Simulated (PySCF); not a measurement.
SMILES [NH2][Sn][SH] at its CAM-B3LYP/def2-SVP optimised geometry (Å):

```
6

Sn    -0.7934    -0.6522     0.0000
N     -0.8874     1.3662     0.0000
H     -1.7643     1.8780     0.0010
H     -0.0916     1.9979    -0.0006
S      1.6705    -0.6522     0.0000
H      1.7643    -1.9979    -0.0031
```

Computed with CAM-B3LYP/def2-TZVP, def2 effective core potentials past Kr run with PySCF. The core electrons that the potentials of Sn replace are not part of the density.

Map of the log10 of the electron density (e/bohr³), floored at −4 on the plane z = 1.5 Å:

```
|                               |
|                               |
|                               |
|          .....                |
|        .::---::.              |
|      .:--=====-:.             |
|      :-=++++++=-:.            |
|     .-=+***#**+=-:            |
|     :-=+*#####*+-:.           |
|     :-+*#%%%%#*+=-..          |
|     :-+*#%%%%#*+=-:::::..     |
|     :-+*#%%%%#*+==--=---:.    |
|    .:-+*#%%%%#**+++++++=--:   |
|    .:=+*##%%%#*********++=-.  |
|    .-=+*##%%%##**###%##**+=:. |
|   .:-=+*#%%%%#####%%@%%#*+=-. |
|   .:=+*##%%%%%##%%@@@@@%#*+-: |
|   .-=+*#%%@@%%%%%%@@@@@%#*+-: |
|   .-=+*#%@@@@%%%%%@@@@@%#*+-: |
|   .-=+*#%%@@%%%#%%@@@@%%#*=-: |
|   .-=+*##%%%%%####%%%%%#*+=-. |
|   .:-=+*##%%##***###%##*+=-:  |
|    :-=++*###***++***#**+=-:.  |
|    .:-=++***+++==++++++==-.   |
|     .:-===++===---=====-:.    |
|      .::------::::-----:.     |
|       ..:::::......:::..      |
|          ...                  |
|                               |
|                               |
|                               |
```
Scale: ten equal steps from -4.00 (start of ' ') to -1.83 (end of '@'), in the order ' .:-=+*#%@'; x runs from -4.00 to 4.00, y from -4.00 (bottom) to 4.00 (top).
